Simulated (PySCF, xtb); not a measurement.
C2H8BFN2, SMILES C[C@H](F)B(N)N.

GFN2-xTB (xtb) at its own geometry gives an orbital gap of 6.58 eV and a dipole moment of 3.31 D.

Geometry: r2SCAN-D4/def2-SVP. The structure was generated by enumeration; whether it is a known compound was not checked. Other conformers were not sampled.

### Question
What does PBE/def2-TZVP in PySCF give? (Estimate from the structure and the level; the computed values follow.)

### Answer
gap 5.58 eV (levels -5.58 and 0.00 eV), dipole 2.43 D.
